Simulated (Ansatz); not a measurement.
Ge(vinyl)(OEt)3 (C8H18GeO3). Charge 0, multiplicity 1. Geometry r2SCAN-D4/def2-SVP, basis def2-TZVP, Ansatz.

| run | HOMO (eV) | LUMO (eV) |
| --- | --- | --- |
| A | -7.70 | -0.67 |
| B | -6.48 | -1.49 |
| C | -6.09 | -1.59 |
| D | -6.63 | -1.45 |
| E | -6.16 | -1.69 |

**Question.** The runs used B97M-V, PBE, PBE0, r2SCAN, revPBE. Estimate which is which.

**Answer.** A PBE0 (25 % exact exchange); B r2SCAN (0 % exact exchange); C revPBE (0 % exact exchange); D B97M-V (0 % exact exchange); E PBE (0 % exact exchange). Exact exchange lowers occupied and raises empty levels; among semilocal functionals meta-GGAs tend to open the gap a little, and such runs are hard to tell apart. The gap grows from 4.47 eV (PBE) to 7.03 eV (PBE0).
